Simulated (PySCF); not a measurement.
B3LYP has the VWN-RPA correlation part, as in Gaussian. 

Cartesian coordinates (Å):
```xyz
4

Sc     0.0000     0.0000     0.0000
Br    -1.9036     1.4910     0.1878
Br     2.0059     0.4254     1.2952
Br    -0.1022    -1.9164    -1.4829
```
Charge 0, multiplicity 1.

Q: Estimate the charge on the central atom (meta-Löwdin), HOMO–LUMO gap, total energy, HOMO and charge on the central atom (Mulliken) that B3LYP-D3(BJ)/def2-TZVP // PBE-D3(BJ)/def2-SVP (PySCF 2.14.0) returns for this input.

A: 
- charge on the central atom (meta-Löwdin): 1.23 e
- HOMO–LUMO gap: 4.62 eV
- total energy: -8483.5352 Ha
- HOMO: -8.30 eV
- charge on the central atom (Mulliken): 1.06 e
